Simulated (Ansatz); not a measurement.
A nudged elastic band was laid between two geometries of C2H9FSSi2 (15 atoms, charge 0, multiplicity 1).

The calculation used RKS PBE-D4/STO-3G in Ansatz.

```
movable images  : 7
climbing image  : yes
spring          : 5.0 eV/Å²
optimiser       : quadratic models (default)
start path      : through a guess of the saddle point
force threshold : 0.05 eV/Å
iteration limit : 40
end points      : relaxed
```

Initial state:

```xyz
15
Properties=species:S:1:pos:R:3
C -0.049 -1.810 0.732
Si 0.634 -0.151 0.153
C 1.374 -0.337 -1.620
F 0.419 -0.586 -2.638
Si -0.956 1.456 0.202
S -1.642 1.727 2.213
H -0.456 -1.740 1.755
H -0.860 -2.162 0.073
H 0.738 -2.583 0.737
H 1.748 0.219 1.021
H 2.131 -1.170 -1.597
H 1.957 0.594 -1.864
H -0.428 2.711 -0.330
H -2.074 1.098 -0.669
H -2.557 2.683 1.860
```

Final state:

```xyz
15
Properties=species:S:1:pos:R:3
C -0.202 -1.642 0.515
Si 0.495 0.012 -0.102
C 1.581 -0.410 -1.646
F 0.852 -0.756 -2.815
Si -1.153 1.572 -0.598
S -1.517 1.790 1.773
H -0.761 -1.535 1.462
H -0.894 -2.087 -0.220
H 0.598 -2.380 0.698
H 1.491 0.387 0.909
H 2.279 -1.254 -1.380
H 2.249 0.469 -1.869
H -0.143 2.674 -0.436
H -2.195 0.611 1.977
H -2.701 2.498 1.758
```

(1) Which bonds break or form, and what moves?

(2) What energy profile does the band end with?

(3) What is the geometry of the highest image?

## Answers

(1) Bonds broken: Si5–H14. Bonds formed: S6–H14.

(2) The run converged. The highest image is number 5 of 0 to 8, 314.1 kJ/mol above the first end and 45.0 kJ/mol above the last; the last end lies 269.1 kJ/mol above the first. Neighbouring images differ by up to 1.9 eV, so the band resolves the path poorly. A vibrational analysis at the climbing image gives one clearly imaginary mode, 750i cm⁻¹: a first-order saddle point. The orbitals stay closed-shell, which can raise the energy where a bond breaks towards radicals; this wasn't checked here. Limits of this set-up: minimal basis.

| image | path coordinate (Å) | energy (kJ/mol) | Si5–H14 (Å) | S6–H14 (Å) |
| --- | --- | --- | --- | --- |
| 0 | 0.00 | 0.0 | 1.46 | 2.98 |
| 1 | 0.60 | 0.5 | 1.46 | 2.98 |
| 2 | 1.20 | 6.3 | 1.46 | 2.94 |
| 3 | 1.80 | 72.8 | 1.46 | 2.52 |
| 4 | 2.40 | 258.4 | 1.55 | 1.92 |
| 5 | 3.00 | 314.1 | 2.04 | 1.43 |
| 6 | 3.76 | 273.3 | 2.84 | 1.37 |
| 7 | 4.51 | 269.8 | 2.95 | 1.38 |
| 8 | 5.26 | 269.1 | 2.94 | 1.38 |

(3) 
```xyz
15
Properties=species:S:1:pos:R:3
C -0.070 -1.778 0.562
Si 0.501 -0.080 -0.049
C 1.550 -0.377 -1.647
F 0.800 -0.768 -2.788
Si -1.247 1.377 -0.429
S -1.757 1.515 2.027
H -0.597 -1.706 1.529
H -0.762 -2.251 -0.155
H 0.781 -2.465 0.703
H 1.484 0.387 0.933
H 2.329 -1.158 -1.426
H 2.125 0.562 -1.880
H -0.384 2.594 -0.308
H -2.702 1.247 0.993
H -2.072 2.850 1.964
```

Time of the run: 7.8 min on 1 thread of Arm Neoverse V2 (shared host), peak memory 0.11 GiB.
